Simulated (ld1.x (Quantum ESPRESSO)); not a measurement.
**Plane-wave convergence, RRKJ potential for B (Z = 5)**

boron (B), norm-conserving RRKJ (Kleinman–Bylander form), made with ld1.x (Quantum ESPRESSO) 7.5 (BLYP, scalar-relativistic). Core [He], reference 2s1.75 2p1.25. Waves: 2s (bound): rc 1.35 bohr; 2p (bound): rc 3.45 bohr. Local part: the p channel. Core correction: none. rho0 = 0.005.

The pseudo-atom Hamiltonian at the reference potential is diagonalised in spherical Bessel functions j_l(qr) that vanish at 20 bohr, with q² up to the cutoff. All-electron valence levels (Ry): 2s -0.6929, 2p -0.2685.

Q: How do the lowest levels (Ry) of each channel move with the cutoff, and are there ghosts?

A:

```tsv
cutoff (Ry)	s #1	p #1	d #1	f #1	Σ f·Δε (mRy)
8	-0.6188	-0.2540	0.0583	0.1060	147.8
12	-0.6451	-0.2679	0.0583	0.1059	84.3
21	-0.6794	-0.2684	0.0583	0.1059	23.6
30	-0.6890	-0.2685	0.0583	0.1059	6.9
45	-0.6926	-0.2685	0.0583	0.1059	0.5
55	-0.6928	-0.2685	0.0583	0.1059	0.1
400	-0.6929	-0.2685	0.0583	0.1059	0.0
```

Result: no extra level below or beside the all-electron valence levels (s, p, d, f tested); 10 mRy is reached at 30 Ry and 1 mRy at 45 Ry.

Its largest configuration-test error is +563 meV.
